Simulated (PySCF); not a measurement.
# Radial density of Dy⁻ (dysprosium, charge -1)

r2SCAN, [Xe] 4f10 6s2 6p1, one real determinant. Calculation: PySCF 2.14, in x2c-TZVPPall with one added diffuse shell each of s, p, d, f type (12s8p8d5f2g, 129 functions); the spin-free X2C one-electron Hamiltonian (Gaussian nucleus).

| r (bohr) | 4πr²ρ (e/bohr) | 4πr²(ρα − ρβ) |
| --- | --- | --- |
| 0.0253 | 78.06 | 0.0045 |
| 0.0426 | 95.27 | 0.0080 |
| 0.0716 | 116.1 | 0.0023 |
| 0.120 | 88.28 | 0.0729 |
| 0.203 | 101.3 | 0.7841 |
| 0.341 | 45.80 | 3.2812 |
| 0.573 | 51.14 | 4.9677 |
| 0.964 | 17.33 | 2.7291 |
| 1.62 | 7.097 | 0.5721 |
| 2.73 | 1.162 | 0.0425 |
| 4.59 | 0.5662 | 0.1105 |
| 7.71 | 0.1956 | 0.1112 |
| 13.0 | 0.03613 | 0.0347 |
| 21.8 | 0.0001887 | 0.0002 |

Densities and radii are taken from the X2C orbitals without a picture-change correction, which distorts them close to the nucleus.

⟨L²⟩ = 36.14 against 56 for a pure K term, so this real determinant mixes terms. Spin-orbit coupling, absent here, splits the open shell strongly. ⟨S²⟩ = 8.81 against 8.75 shows spin contamination. The configuration of this anion was assumed by filling the next shell in order. It is not the known or likely ground configuration (Ca⁻, Sr⁻ and Ba⁻, for instance, bind a p electron), so these values are not the electron affinity of the element. At r2SCAN the highest occupied level has a positive energy, so only the finite basis holds that electron.
